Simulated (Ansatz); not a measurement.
Born–Oppenheimer molecular dynamics of BH6O2P (10 atoms, charge 0, multiplicity 1). It starts at the highest image of a converged band. Of that band: Neighbouring images differ by up to 2.0 eV, so the band resolves the path poorly. A vibrational analysis at the climbing image gives one clearly imaginary mode, 1534i cm⁻¹: a first-order saddle point.

Computed with RKS PBE0/def2-SVP in Ansatz 0.2.0.

```
ensemble                      : NVE (velocity Verlet)
time step                     : 0.5 fs
steps asked                   : 200
starting velocities drawn for : 100 K
seed                          : 4215
```

First frame:

```xyz
10
Properties=species:S:1:pos:R:3
B 0.268 0.508 0.290
H -1.018 0.725 -0.470
O 1.269 1.257 -0.293
O 0.110 0.599 1.649
H -1.131 -0.114 -1.240
P -0.305 -1.286 -0.540
H 1.364 1.145 -1.242
H 0.654 1.312 2.004
H 0.187 -2.659 -0.498
H -1.398 -1.485 0.340
```

Question: How far do the bonds stretch over the last three quarters of this one trajectory? (Pairs bonded in most of those frames.)

Answer: 
```
  bond  mean (Å)  spread (Å)  shortest  longest
 B1–H2     1.224       0.057      1.14     1.31
 B1–O3     1.371       0.021      1.34     1.41
 B1–O4     1.367       0.022      1.33     1.41
 O3–H7     0.962       0.003      0.96     0.97
 O4–H8     0.972       0.023      0.94     1.01
 H5–P6     1.477       0.099      1.32     1.65
 P6–H9     1.458       0.036      1.38     1.52
P6–H10     1.432       0.018      1.40     1.47
```

Mean temperature of the second half: 1727 K. The conserved energy stayed within 0.29 meV per atom of its start (net change -0.14 meV per atom), so the integration is sound. The system heated up, since it started high on the potential surface and ran downhill. A run of 0.1 ps of so small a system gives no equilibrium averages. The orbitals stay closed-shell, which can raise the energy where a bond breaks towards radicals; this wasn't checked here.

Run time: 9.7 min on 2 threads of Arm Neoverse N1, with other jobs on the host, peak memory 0.17 GiB.
